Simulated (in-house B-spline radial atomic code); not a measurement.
Configurations of W⁴⁺, with energies counted from [Xe] 4f14 5d2. Computed with a B-spline radial code for spherical atoms: Dirac-Hartree-Fock, average of configuration, Fermi nucleus of rms radius 5.3658 fm. Energies include first-order Breit, QED and recoil terms.

Occupations are held fixed; configurations that lie above the ionisation limit could autoionise.

```
                 configuration  E - E(ref) (eV)  highest orbital  its <r> (bohr)
             [Xe] 4f14 5d1 5f1            27.19            5f7/2           3.405
             [Xe] 4f14 5d1 8s1           34.812            8s1/2           7.219
             [Xe] 4f13 5d2 6s1           42.733            6s1/2           2.443
             [Xe] 4f13 5d2 9s1           76.383            9s1/2           10.39
[Kr] 4d10 4f14 5s2 5p5 5d2 8f1           86.853            8f7/2           13.11
[Kr] 4d10 4f14 5s2 5p5 5d2 8g1           88.636            8g7/2           17.07
[Kr] 4d10 4f14 5s2 5p5 5d2 9g1           89.759            9g7/2           22.15
```

Task: Order these further configurations by energy, lowest first.
A. [Kr] 4d10 4f14 5s2 5p5 5d2 9f1
B. [Kr] 4d10 4f14 5s2 5p5 5d2 9s1
C. [Xe] 4f14 5d1 6p1
D. [Xe] 4f14 5d1 7p1
E. [Xe] 4f13 5d2 9p1

Result: C (14.894 eV), D (29.78 eV), E (77.412 eV), B (84.15 eV), A (88.541 eV).

Task: How far above the reference does [Xe] 4f14 5d1 8p1 lie?

Result: 36.569 eV; its least bound orbital is 8p3/2 with <r> = 8.129 bohr.

Task: How far above the reference does [Xe] 4f14 5d1 9f1 lie?

Result: 43.653 eV; its least bound orbital is 9f7/2 with <r> = 17.66 bohr.

Task: How far above the reference does [Kr] 4d10 4f14 5s2 5p5 5d2 7g1 lie?

Result: 87 eV; its least bound orbital is 7g7/2 with <r> = 12.59 bohr.
